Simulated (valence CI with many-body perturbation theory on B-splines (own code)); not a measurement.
# E1 transitions of Ir46+

Method: valence CI with perturbative core correlation (CI+MBPT): three valence electrons over a frozen Dirac-Fock core [Ar] 3d10, radial functions for each j: 11 s, 11 p, 9 d, 7 f, 5 g, 2 h, 1 i, with the one-electron correlation potential Σ1, the two-electron term Σ2, the three-electron term Σ3, Breit, model QED; selected CI, second order for the rest (own B-spline code, finite nucleus).

The last digits are not significant, and no measured levels were compared; by estimate large intervals hold to a few tenths of a per cent, small ones and those within an open d or f shell to about a per cent.

Lines 201 to 250 of 275 in falling wavelength, among levels below 665.86 eV, chosen from the strongest by gf and those to the six lowest levels. Wavelengths and rates use the calculated energies. Electric multipoles are in the length gauge, E1 and E2 with the static RPA response of the core. Weak lines are less certain than strong ones. Lines between different terms over intervals too small for the method are left out, as are lines whose strength nearly cancels. The highest levels of a list are the least certain.

Levels are named by their leading jj configuration (3d3/2^4 stands for four electrons in 3d with j = 3/2), which in mixed levels can hold well under half, so a name can repeat and another be missing. Letters in brackets count levels of one name in rising energy.

```
λ vac (Å)                          Upper                       Lower   A (s⁻¹)  S (a.u.) with core polarisation  S without
    42.40         (4s 4p1/2 4d3/2) J=1/2          (4s 4p1/2^2) J=1/2  1.58e+12                         1.19e-01   1.26e-01
    42.34  (4p1/2 4p3/2 4d3/2) J=1/2 [b]       (4p1/2^2 4p3/2) J=3/2  1.39e+12                         1.04e-01   1.10e-01
    42.29             (4s^2 4d3/2) J=3/2          (4s^2 4p1/2) J=1/2  1.56e+12                         2.34e-01   2.48e-01
    42.24  (4p1/2 4p3/2 4d3/2) J=5/2 [b]       (4p1/2^2 4p3/2) J=3/2  1.02e+12                         2.28e-01   2.41e-01
    42.19     (4s 4p1/2 4d3/2) J=3/2 [b]          (4s 4p1/2^2) J=1/2  1.63e+12                         2.42e-01   2.56e-01
    42.18     (4s 4p3/2 4d3/2) J=1/2 [b]      (4s 4p1/2 4p3/2) J=1/2  1.14e+12                         8.45e-02   8.95e-02
    42.17     (4s 4p3/2 4d3/2) J=3/2 [a]  (4s 4p1/2 4p3/2) J=3/2 [a]  9.76e+11                         1.44e-01   1.53e-01
    42.16     (4s 4p3/2 4d3/2) J=1/2 [a]  (4s 4p1/2 4p3/2) J=3/2 [a]  1.10e+12                         8.17e-02   8.66e-02
    42.14     (4s 4p3/2 4d3/2) J=5/2 [a]  (4s 4p1/2 4p3/2) J=3/2 [a]  5.32e+11                         1.18e-01   1.25e-01
    41.83     (4s 4p3/2 4d3/2) J=1/2 [b]  (4s 4p1/2 4p3/2) J=3/2 [b]  7.14e+10                         5.16e-03   5.47e-03
    41.46     (4s 4p3/2 4d5/2) J=5/2 [a]  (4s 4p1/2 4p3/2) J=3/2 [b]  9.83e+09                         2.07e-03   2.20e-03
    41.37     (4s 4p3/2 4d3/2) J=5/2 [b]  (4s 4p1/2 4p3/2) J=3/2 [b]  8.78e+11                         1.84e-01   1.95e-01
    41.30     (4s 4p3/2 4d3/2) J=3/2 [b]      (4s 4p1/2 4p3/2) J=5/2  2.17e+09                         3.02e-04   3.20e-04
    41.10     (4s 4p3/2 4d5/2) J=3/2 [a]      (4s 4p1/2 4p3/2) J=1/2  1.38e+11                         1.89e-02   2.01e-02
    40.77     (4s 4p3/2 4d5/2) J=3/2 [a]  (4s 4p1/2 4p3/2) J=3/2 [b]  1.08e+11                         1.45e-02   1.53e-02
    40.11     (4s 4p3/2 4d3/2) J=3/2 [b]  (4s 4p1/2 4p3/2) J=3/2 [a]  3.47e+09                         4.43e-04   4.69e-04
    39.78     (4s 4p3/2 4d5/2) J=5/2 [a]      (4s 4p1/2 4p3/2) J=5/2  1.22e+10                         2.27e-03   2.41e-03
    39.70     (4s 4p3/2 4d3/2) J=5/2 [b]      (4s 4p1/2 4p3/2) J=5/2  1.27e+10                         2.35e-03   2.49e-03
    39.15     (4s 4p3/2 4d5/2) J=3/2 [a]      (4s 4p1/2 4p3/2) J=5/2  8.31e+06                         9.84e-07   1.11e-06
    39.00         (4s 4p1/2 4d5/2) J=3/2          (4s 4p1/2^2) J=1/2  1.33e+11                         1.56e-02   1.65e-02
    39.00     (4s 4p3/2 4d3/2) J=1/2 [b]  (4s 4p1/2 4p3/2) J=3/2 [a]  3.00e+08                         1.76e-05   1.87e-05
    38.91         (4s 4p3/2 4d5/2) J=1/2  (4s 4p1/2 4p3/2) J=3/2 [b]  3.79e+10                         2.20e-03   2.33e-03
    38.90     (4s 4p3/2 4d5/2) J=7/2 [a]      (4s 4p1/2 4p3/2) J=5/2  1.43e+11                         3.31e-02   3.51e-02
    38.73  (4p1/2 4p3/2 4d5/2) J=5/2 [b]       (4p1/2^2 4p3/2) J=3/2  8.50e+10                         1.46e-02   1.55e-02
    38.67     (4s 4p3/2 4d5/2) J=5/2 [a]  (4s 4p1/2 4p3/2) J=3/2 [a]  2.52e+08                         4.31e-05   4.56e-05
    38.60     (4s 4p3/2 4d3/2) J=5/2 [b]  (4s 4p1/2 4p3/2) J=3/2 [a]  1.70e+09                         2.89e-04   3.07e-04
    38.43     (4s 4p3/2 4d5/2) J=3/2 [b]  (4s 4p1/2 4p3/2) J=3/2 [b]  8.01e+07                         8.97e-06   9.59e-06
    38.07     (4s 4p3/2 4d5/2) J=3/2 [a]  (4s 4p1/2 4p3/2) J=3/2 [a]  9.73e+09                         1.06e-03   1.12e-03
    37.97     (4s 4p3/2 4d5/2) J=5/2 [b]  (4s 4p1/2 4p3/2) J=3/2 [b]  1.56e+09                         2.53e-04   2.69e-04
    37.70     (4s 4p3/2 4d5/2) J=7/2 [b]      (4s 4p1/2 4p3/2) J=5/2  5.90e+09                         1.25e-03   1.32e-03
    36.99     (4s 4p3/2 4d5/2) J=3/2 [b]      (4s 4p1/2 4p3/2) J=5/2  5.53e+09                         5.53e-04   5.84e-04
    36.56     (4s 4p3/2 4d5/2) J=5/2 [b]      (4s 4p1/2 4p3/2) J=5/2  1.58e+10                         2.28e-03   2.42e-03
    36.45         (4s 4p3/2 4d5/2) J=1/2  (4s 4p1/2 4p3/2) J=3/2 [a]  3.30e+09                         1.58e-04   1.68e-04
    36.03     (4s 4p3/2 4d5/2) J=3/2 [b]  (4s 4p1/2 4p3/2) J=3/2 [a]  4.16e+09                         3.84e-04   4.07e-04
    35.62     (4s 4p3/2 4d5/2) J=5/2 [b]  (4s 4p1/2 4p3/2) J=3/2 [a]  1.35e+10                         1.80e-03   1.91e-03
    35.04          (4p1/2 4p3/2^2) J=3/2          (4s 4p1/2^2) J=1/2  1.98e+10                         1.68e-03   1.78e-03
    34.72             (4s 4p3/2^2) J=1/2          (4s^2 4p1/2) J=1/2  5.38e+09                         2.22e-04   2.34e-04
    34.62                (4p3/2^3) J=3/2  (4s 4p1/2 4p3/2) J=3/2 [b]  2.29e+09                         1.87e-04   1.99e-04
    34.37          (4p1/2 4p3/2^2) J=1/2          (4s 4p1/2^2) J=1/2  4.42e+09                         1.77e-04   1.87e-04
    34.36             (4s 4p3/2^2) J=3/2          (4s^2 4p1/2) J=1/2  2.48e+09                         1.98e-04   2.10e-04
    33.45                (4p3/2^3) J=3/2      (4s 4p1/2 4p3/2) J=5/2  3.73e+09                         2.76e-04   2.91e-04
    32.93          (4p1/2^2 4d3/2) J=3/2          (4s^2 4p3/2) J=3/2  1.87e+07                         1.32e-06   1.40e-06
    32.66                (4p3/2^3) J=3/2  (4s 4p1/2 4p3/2) J=3/2 [a]  5.99e+08                         4.12e-05   4.38e-05
    30.90     (4s 4p3/2 4d3/2) J=3/2 [a]          (4s 4p1/2^2) J=1/2  2.84e+08                         1.65e-05   1.76e-05
    30.89     (4s 4p3/2 4d3/2) J=1/2 [a]          (4s 4p1/2^2) J=1/2  5.45e+07                         1.59e-06   1.68e-06
    30.36          (4p1/2^2 4d5/2) J=5/2          (4s^2 4p3/2) J=3/2  1.92e+07                         1.59e-06   1.71e-06
    29.78     (4s 4p3/2 4d3/2) J=3/2 [b]          (4s 4p1/2^2) J=1/2  2.05e+08                         1.07e-05   1.13e-05
    29.16     (4s 4p3/2 4d3/2) J=1/2 [b]          (4s 4p1/2^2) J=1/2  5.44e+07                         1.33e-06   1.43e-06
    28.64     (4s 4p3/2 4d5/2) J=3/2 [a]          (4s 4p1/2^2) J=1/2  5.42e+08                         2.52e-05   2.68e-05
    27.71         (4s 4p3/2 4d5/2) J=1/2          (4s 4p1/2^2) J=1/2  3.17e+09                         6.65e-05   7.07e-05
```
